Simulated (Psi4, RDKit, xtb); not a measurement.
Internal rotation in C6H8O2SSi, SMILES COC(=O)[SiH2]c1cccs1. Scanned: dihedral O2–C3–Si5–C6; all other coordinates were relaxed at GFN2-xTB. Points at φ and −φ are mirror images. Heavy atoms are numbered in the order of the SMILES COC(=O)[SiH2]c1cccs1, hydrogens after them in the order of the atoms that carry them; the mirror image has the same energies with the sign of each dihedral reversed.

GFN1-xTB // GFN2-xTB (xtb); MMFF94 // GFN2-xTB (RDKit); PBE0/def2-SVP // GFN2-xTB (Psi4).

Energies in kJ/mol, each method relative to its own lowest point.

```json
[
 {"φ / °": "-160", "GFN1-xTB": "1.0", "MMFF94": "13.5", "PBE0/def2-SVP": "0.6"},
 {"φ / °": "-140", "GFN1-xTB": "2.8", "MMFF94": "10.3", "PBE0/def2-SVP": "2.0"},
 {"φ / °": "-120", "GFN1-xTB": "4.3", "MMFF94": "8.8", "PBE0/def2-SVP": "4.2"},
 {"φ / °": "-100", "GFN1-xTB": "4.9", "MMFF94": "9.8", "PBE0/def2-SVP": "7.2"},
 {"φ / °": "-80", "GFN1-xTB": "5.0", "MMFF94": "11.3", "PBE0/def2-SVP": "9.2"},
 {"φ / °": "-60", "GFN1-xTB": "4.8", "MMFF94": "9.1", "PBE0/def2-SVP": "7.9"},
 {"φ / °": "-40", "GFN1-xTB": "4.9", "MMFF94": "4.7", "PBE0/def2-SVP": "6.0"},
 {"φ / °": "-20", "GFN1-xTB": "5.2", "MMFF94": "1.3", "PBE0/def2-SVP": "5.0"},
 {"φ / °": "0", "GFN1-xTB": "5.3", "MMFF94": "0.0", "PBE0/def2-SVP": "4.5"},
 {"φ / °": "20", "GFN1-xTB": "5.2", "MMFF94": "1.3", "PBE0/def2-SVP": "5.0"},
 {"φ / °": "40", "GFN1-xTB": "4.9", "MMFF94": "4.7", "PBE0/def2-SVP": "6.0"},
 {"φ / °": "60", "GFN1-xTB": "4.8", "MMFF94": "9.1", "PBE0/def2-SVP": "7.9"},
 {"φ / °": "80", "GFN1-xTB": "5.0", "MMFF94": "11.3", "PBE0/def2-SVP": "9.2"},
 {"φ / °": "100", "GFN1-xTB": "4.9", "MMFF94": "9.8", "PBE0/def2-SVP": "7.2"},
 {"φ / °": "120", "GFN1-xTB": "4.3", "MMFF94": "8.8", "PBE0/def2-SVP": "4.2"},
 {"φ / °": "140", "GFN1-xTB": "2.8", "MMFF94": "10.3", "PBE0/def2-SVP": "2.0"},
 {"φ / °": "160", "GFN1-xTB": "1.0", "MMFF94": "13.5", "PBE0/def2-SVP": "0.6"},
 {"φ / °": "180", "GFN1-xTB": "0.0", "MMFF94": "15.4", "PBE0/def2-SVP": "0.0"}
]
```

MMFF94 has few fitted parameters for silicon.
